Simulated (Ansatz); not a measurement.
Ansatz (a first-principles code) input (CCSD(T)/aug-cc-pVDZ):

Ansatz 0.2 input:
```yaml
crystal:
  periodic: [false, false, false]
  atoms:
    - {symbol: As, position_ang: [-0.01946706, -0.02930590, 0.05119338]}
    - {symbol: H, position_ang: [-0.57983965, 1.11526124, -0.82569952]}
    - {symbol: H, position_ang: [1.22225249, -0.14816670, -0.86368213]}
basis:
  gaussian:
    orbitals: aug-cc-pVDZ
total_charge: -1
magnetization: {spin_polarized: false}
correlation: {method: ccsd_t, electrons: outside_noble_gas}
output: {forces: true}
```

End of the output:

```
592 factors; integrals over basis functions are off by at most 1.0e-3 eV
mean field: 0.13 GiB planned
mean field evaluation 1: about -60825.5562 eV, gradient 1.1e1 eV
mean field evaluation 2: about -60825.5599 eV, gradient 1.1e1 eV
mean field evaluation 4: about -60826.1406 eV, gradient 1.1e0 eV
mean field evaluation 8: about -60826.1526 eV, gradient 7.1e-4 eV
mean field evaluation 16: about -60826.1519 eV, gradient 2.4e-1 eV
mean field -60826.15255894 eV, -2235.3198770939 hartree, gradient 7.5e-7 eV, S^2 0.000000; 0 other end points of the search recorded, 0 dependent functions left out
14 core orbitals not correlated
reference -60826.15255894 eV, -2235.3198770939 hartree; 4, 4 occupied and 36, 36 virtual orbitals, 592 factors
densities: 0.09 GiB planned
second order -3.69363229 eV of doubles, -0.00000000 eV of singles
coupled cluster: 0.08 GiB planned
cycle   1  -4.16107513 eV  change   -4.7e-1 eV  update   5.8e-2
cycle   2  -4.32079165 eV  change   -1.6e-1 eV  update   2.0e-2
cycle   3  -4.33387368 eV  change   -1.3e-2 eV  update   5.7e-3
cycle   4  -4.33298526 eV  change    8.9e-4 eV  update   2.0e-3
cycle   5  -4.33242257 eV  change    5.6e-4 eV  update   6.2e-4
cycle   6  -4.33232638 eV  change    9.6e-5 eV  update   2.0e-4
cycle   7  -4.33235605 eV  change   -3.0e-5 eV  update   6.8e-5
cycle   8  -4.33236377 eV  change   -7.7e-6 eV  update   2.1e-5
cycle   9  -4.33235838 eV  change    5.4e-6 eV  update   5.8e-6
cycle  10  -4.33235854 eV  change   -1.6e-7 eV  update   1.9e-6
perturbative correction -0.14868970 eV, -0.0054642458 hartree
the calculation of the forces begins
Total energy: -60830.63360718 eV, -2235.4845525795 hartree
Atom 0 at    -0.019467    -0.029306     0.051193 Å, force    -0.016532    -0.024888     0.043475 eV/Å
Atom 1 at    -0.579840     1.115261    -0.825700 Å, force    -0.042868     0.048293    -0.020660 eV/Å
Atom 2 at     1.222252    -0.148167    -0.863682 Å, force     0.059400    -0.023406    -0.022815 eV/Å
Dipole moment:    -0.013242    -0.019935     0.034824 e Å
```

Whether it binds its extra electron was not tested at this geometry.
